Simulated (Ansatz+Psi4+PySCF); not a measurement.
**doublet Mg(+): levels of theory in one basis**

A single Mg atom.

Basis set: cc-pCVTZ (spherical functions). Correlated methods keep 1 orbital frozen. Correlation on ROHF uses semicanonical orbitals with singles. Charge 1, multiplicity 2.

Computed with Ansatz (development build ahead of 0.2.0) and Psi4 1.11; each method stands on the lowest determinant of its kind that the runs found.

```json
{"method": "ROHF", "E − E(ROHF) (eV)": "0.00", "<S²> of the determinant": "0.75"}
{"method": "UHF", "E − E(ROHF) (eV)": "0.00", "<S²> of the determinant": "0.75"}
```

**Question.** What does ROHF-MP2 give on the same scale?

**Answer.** -7.13 eV.
